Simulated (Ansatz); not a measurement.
Input for Ansatz (a first-principles code): U-CCSD(T)/aug-cc-pVDZ on H (SMILES [H]).

Ansatz 0.2 input:
```yaml
crystal:
  periodic: [false, false, false]
  atoms:
    - {symbol: H, position_ang: [0.00000000, 0.00000000, 0.00000000]}
basis:
  gaussian:
    orbitals: aug-cc-pVDZ
magnetization: {spin_polarized: true, initial_magnetization: 1}
correlation: {method: ccsd_t, electrons: outside_noble_gas}
scf: {omitted_lower_state_checks: [cluster_reference]}
```

Problem. What total energy does the run end on?

Solution. -0.4993 hartree (reference determinant -0.4993, T1 diagnostic 0.000).
